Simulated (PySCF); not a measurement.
**Ir3 at several levels of theory**

Computed with PySCF 2.14.0 (density fitting, no spin-orbit coupling) at the geometry relaxed with PBE0:

```xyz
3
Ir3 (quartet)
Ir    0.0000    0.0000    2.3692
Ir    0.0000    0.0000    0.0527
Ir    0.0000    0.0000   -2.4219
```

| level | basis | state | HOMO (eV) | gap (eV) | charge on Ir1 (e) | dipole about the centre of mass (D) | largest force component (eV/Å) |
| --- | --- | --- | --- | --- | --- | --- | --- |
| PBE0 | Ir def2-SVP with ECP60 | quartet | -6.11 | 2.58 | 0.21 | 0.19 | 0.02 |
| r2SCAN | the same | quartet | -5.11 | 0.82 | 0.20 | 0.05 | 0.40 |
| BLYP | the same | quartet | -5.52 | 0.36 | 0.04 | 0.20 | 2.93 |
| revPBE | the same | quartet | -5.52 | 0.19 | 0.09 | 0.14 | 3.40 |
| PBE0 | Ir def2-TZVP with ECP60 | quartet | -5.41 | 1.18 | 0.09 | 0.32 | 4.17 |
| PBE0 | Ir x2c-SVPall | quartet | -6.07 | 1.87 | -0.05 | 0.81 | 4.61 |

HOMO and gap are taken over both spins. Charges are Mulliken's, which hang on the basis. The relaxation used the grid (50, 194), these runs (75, 302) or, all-electron (x2c bases, spin-free X2C Hamiltonian), (99, 590).

What does PBE with Ir def2-SVP with ECP60 give here?

state quartet, HOMO (eV) -5.62, gap (eV) 0.22, charge on Ir1 (e) 0.09, dipole about the centre of mass (D) 0.16, largest force component (eV/Å) 3.58. Time: 45 s on 2 threads of Arm Neoverse V1, on a shared host, from an already converged density.

No frequency check is given that shows the relaxed geometry to be a minimum. The relaxed state is spin-contaminated (spin squared 5.73 against 3.75). Open shells may have lower solutions than the one found.

A gap near or under zero over both spins lies within a partly filled shell and is no excitation energy.

Some runs are spin-contaminated.
